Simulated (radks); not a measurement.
Co8+, configuration [Ar] 3d1. Method: non-relativistic Kohn-Sham, LB94 model potential, spin-polarised, spherical densities, point nucleus; open shells are filled with parallel spins first; computed with a radial shooting solver on a logarithmic mesh with Libxc functionals.

X-ray form factor f0, the Fourier transform of the density (f0(0) = 19):

| sin(theta)/lambda (1/angstrom) | f0 (electrons) |
|---|---|
| 0.05 | 18.888 |
| 0.1 | 18.558 |
| 0.15 | 18.031 |
| 0.2 | 17.336 |
| 0.25 | 16.510 |
| 0.3 | 15.596 |
| 0.4 | 13.662 |
| 0.5 | 11.815 |
| 0.6 | 10.230 |
| 0.8 | 8.020 |
| 1 | 6.778 |
| 1.25 | 5.804 |
| 1.5 | 4.974 |
| 2 | 3.454 |
